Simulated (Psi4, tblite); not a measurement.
Intermolecular potential of CO2 ··· C4H4S (SMILES O=C=O and c1ccsc1). Monomers: optimised at B3LYP-D3(BJ) (def2-TZVP), held rigid. Orientation: lowest of the rigid-body minima from ten starts at GFN2-xTB. R is the distance of the centres of mass, along which the second monomer moves.

Methods: GFN2-xTB (tblite); SAPT0/jun-cc-pVDZ, frozen core (Psi4).

Interaction energies in kJ/mol:

| R / Å | GFN2-xTB |
|---|---|
| 2.70 | 7.96 |
| 2.83 | -1.76 |
| 3.07 | -8.93 |
| 3.27 | -10.06 |
| 3.44 | -9.71 |
| 3.66 | -8.61 |
| 3.99 | -6.66 |
| 4.25 | -5.25 |
| 4.75 | -3.13 |
| 5.48 | -1.37 |
| 6.51 | -0.40 |
| 7.77 | -0.05 |

Q: Predict the corresponding SAPT0/jun-cc-pVDZ column.

A: 2.70: 39.47; 2.83: 19.54; 3.07: 0.47; 3.27: -5.70; 3.44: -7.55; 3.66: -7.74; 3.99: -6.37; 4.25: -5.07; 4.75: -3.08; 5.48: -1.48; 6.51: -0.59; 7.77: -0.23 (kJ/mol).
